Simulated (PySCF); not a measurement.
## What PySCF settings do for LiCd

Base input, run as `OMP_NUM_THREADS=1 python input.py` with PySCF 2.14:

```python
from pyscf import gto, scf

mol = gto.M(
    atom='Li 0 0 0; Cd 0 0 2.685',
    basis='def2-svpd',
    ecp={'Cd': 'def2-svpd'},
    charge=0,
    spin=1,
    verbose=3,
)
mf = scf.ROHF(mol)
mf.kernel()
mf.mulliken_pop()
mf.dip_moment()
print('orbital energies (hartree):', mf.mo_energy[..., max(0, mol.nelec[1]-3):mol.nelec[0]+3].round(4))
```

Base result: E(SCF) = -174.260728 Eh, μz(SCF) = 1.78 D. The bond length is a typed value, not an optimised one. No search for the lowest solution was made.

It ran on Arm Neoverse V1 (1 thread, shared host) in 0.83 s, peak memory 0.11 GiB.

Each row names what differs from the base; energies in brackets are changes from the base.

```tsv
change	result	wall time (s)
damping: none → 0.2	stops with NotImplementedError (ROHF Fock-damping)	0.67
functional: none (Hartree–Fock) → pw6b95; SCF type: ROHF → ROKS	not converged: SCF	14
basis set: def2-svpd → crenbl [with its own core potential]	E(SCF) = -166.123782 Eh, μz(SCF) = 1.32 D	0.9
basis set: def2-svpd → def2-tzv2p; core potential: on → off [unsound on purpose]	stops with BasisNotFoundError (def2-tzv2p)	0.66
basis set: def2-svpd → 3-21g; core potential: on → off	E(SCF) = -5447.207434 Eh, μz(SCF) = 1.42 D	0.96
functional: none (Hartree–Fock) → x3lyp; SCF type: ROHF → ROKS	E(SCF) = -175.224568 Eh, μz(SCF) = -0.14 D	3
cycle limit: 50 → 8	not converged: SCF	0.74
step after the SCF: analyze → mp2; SCF type: ROHF → UHF; frozen orbitals: default → 0	E(SCF) = -174.263375 Eh (-0.0720 eV), E(MP2) − E(SCF) = -0.37929 Eh, ⟨S²⟩ = 0.804, μz(SCF) = 0.53 D	1
spin (2S): 1 → 5 [a high spin state]	E(SCF) = -173.787829 Eh (+12.8682 eV), μz(SCF) = -6.24 D	0.77
damping: none → 0.8	stops with NotImplementedError (ROHF Fock-damping)	0.66
functional: none (Hartree–Fock) → mn15; SCF type: ROHF → ROKS	E(SCF) = -174.880133 Eh, μz(SCF) = -2.15 D	5.1
convergence threshold: default → 1e-13	E(SCF) = -174.260728 Eh (+0.0000 eV), μz(SCF) = 1.78 D	0.81
step after the SCF: analyze → stability; SCF type: ROHF → UHF	E(SCF) = -174.263375 Eh (-0.0720 eV), ⟨S²⟩ = 0.804, μz(SCF) = 0.53 D, internal stable; real -> complex stable; UHF/UKS -> GHF/GKS stable	1.6
charge: 0 → 1; spin (2S): 1 → 2 [another spin of the ion may lie lower] [a high spin state]	E(SCF) = -174.013289 Eh (+6.7332 eV)	0.76
basis set: def2-svpd → tzvp-def2; core potential: on → off [unsound on purpose]	stops with BasisNotFoundError (tzvp-def2)	0.69
electric field along z (a.u.): none → 0.001	E(SCF) = -174.261696 Eh (-0.0263 eV), μz(SCF) = 3.11 D	0.79
charge: 0 → 1; spin (2S): 1 → 0 [another spin of the ion may lie lower]	E(SCF) = -174.102031 Eh (+4.3184 eV)	0.76
geometry: bond 2.685 → bond 2.148	E(SCF) = -174.225781 Eh (+0.9509 eV), μz(SCF) = 2.69 D	0.79
Cartesian functions: off → on	E(SCF) = -174.260973 Eh (-0.0067 eV), μz(SCF) = 1.79 D	0.85
geometry: bond 2.685 → bond 3.007	E(SCF) = -174.266507 Eh (-0.1572 eV), μz(SCF) = 1.58 D	0.79
```

Q: Order these changes by how far they move the SCF energy from the base, largest first: (1) Cartesian functions: off → on; (2) electric field along z (a.u.): none → 0.001; (3) geometry: bond 2.685 → bond 2.148; (4) geometry: bond 2.685 → bond 3.007.

A: (3) +0.9509 eV, (4) -0.1572 eV, (2) -0.0263 eV, (1) -0.0067 eV.
